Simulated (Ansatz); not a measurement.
The cluster Mg₃Al₃⁺, relaxed as a singlet with RKS PBE0-D4/def2-SVP in Ansatz, starting from the GFN1-xTB geometry. Force threshold 0.02 eV/Å.

The restricted singlet is unstable towards broken spin symmetry in Hartree–Fock (as tested in another run); at PBE0-D4/def2-SVP this wasn't settled. Another isomer (singlet) lies 0.45 eV lower at PBE0-D4/def2-TZVP; other spin states weren't run for this one.

Start:

```xyz
6

Al   -0.364   -1.450    1.414
Al    1.951    0.441    0.727
Al   -2.316   -0.105    0.741
Mg    0.534    2.584   -0.015
Mg    1.793    0.637   -1.946
Mg   -1.597   -2.107   -0.921
```

Problem. Estimate the energy that the relaxation releases and the steps that it takes.

Solution. 0.83 eV, in 15 steps; 54 s on 4 threads of Intel Xeon on a shared host. No frequencies were taken in this run, so the end may be a saddle point.

Problem. Does the start keep its bonding?

Solution. Bonds formed: Al1–Mg4, Al1–Mg5, Al3–Mg4, Mg4–Mg6 (atoms count from 1).

Problem. Predict the relaxed structure.

Solution. 
```xyz
6

Al    0.301   -1.098    0.703
Al    2.028    0.891    1.086
Al   -2.088   -0.136    1.319
Mg   -0.389    1.580   -0.419
Mg    2.208   -0.073   -1.468
Mg   -2.061   -1.164   -1.220
```
Bond lengths (bridged metal pairs left out): 7 × Al–Mg 2.74 to 3.07 Å; 2 × Al–Al 2.65 to 2.66 Å; 2 × Mg–Mg 3.25 to 3.31 Å.
